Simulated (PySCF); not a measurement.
Frontier orbitals and the lowest excitations

Compound: C₄H₄F₃P.
Z-matrix (Å and degrees, GFN2-xTB geometry), rows numbered from 1:
```
F 
C   1  1.3240
F   2  1.3276  1  110.94
C   2  1.3283  1  127.30  3  -179.93
F   4  1.3480  2  118.94  1    -0.06
P   4  1.8420  2  120.80  1   179.97
C   6  1.8481  4   97.40  2   155.86
C   7  1.4986  6   66.07  4    93.27
H   7  1.0811  6  117.87  8  -110.63
H   7  1.0817  6  115.36  8   110.42
H   8  1.0816  6  115.41  7  -110.41
H   8  1.0811  6  117.75  7   110.72
```

Theory: TDDFT CAM-B3LYP/def2-SVPD, vertical, gas phase, core orbitals frozen in the response (PySCF 2.14.0, density-fitted response routines).

Frontier orbitals with the atoms that hold most of them (Löwdin shares over 4%, at most four atoms; ? is withheld):

```
orbital  ε (eV)                           atoms
 HOMO-3  -11.37  P6 20%, C7 20%, C8 20%, C4 16%
 HOMO-2  -10.34  P6 25%, C4 18%, C8 12%, C7 12%
 HOMO-1   -9.32                               ?
   HOMO   -8.54                               ?
   LUMO    0.65  P6 22%, C2 20%, C4 15%, C7 11%
 LUMO+1    1.08  P6 14%, C7 14%, C8 14%, F5 13%
 LUMO+2    1.28  C2 38%, P6 15%, F3 13%, F1 12%
```

Q: Give the leading atoms of the HOMO.

A: C4 (bonded to C, F and P) 19%; C2 (bonded to C and 2 F) 19%; P6 (bonded to 3 C) 15%; C8 (bonded to C, P and 2 H) 11%. By element: carbon 50% or more, phosphorus 15%.

Q: Give the leading atoms of the HOMO-1.

A: P6 (bonded to 3 C) 54%; C8 (bonded to C, P and 2 H) 15%; C7 (bonded to C, P and 2 H) 15%; C4 (bonded to C, F and P) 6%. By element: phosphorus 54%, carbon 36% or more.

Q: The HOMO–LUMO gap is 9.20 eV. Where does the response calculation put the lowest singlet, and from which orbitals?

A: S1 is at 6.25 eV (f = 0.0053), 2.94 eV below the gap, made of HOMO→LUMO+1 (78%). Its leading pair isn't HOMO and LUMO; the energies of that pair differ by 9.62 eV. Without the coupling terms of the response equations the lowest excitation would equal the gap.

Q: One configuration dominates each of S1, S2 and S3. Which, and how do the shares of the two leading atoms of either orbital change from the occupied to the empty one?

A: 
- S1 (6.25 eV, f 0.0053), HOMO→LUMO+1 (78%): C4 19% → at most 13%, C2 19% → at most 13%, P6 15% → 14%, C7 at most 11% → 14%
- S2 (6.39 eV, f 0.286), HOMO→LUMO (87%): C4 19% → 15%, C2 19% → 20%, P6 15% → 22%
- S3 (6.49 eV, f 0.023), HOMO-1→LUMO (87%): P6 54% → 22%, C8 15% → at most 12%, C2 at most 7% → 20%

Löwdin shares depend on the basis, the more so with diffuse functions.

One conformer stands for the species.
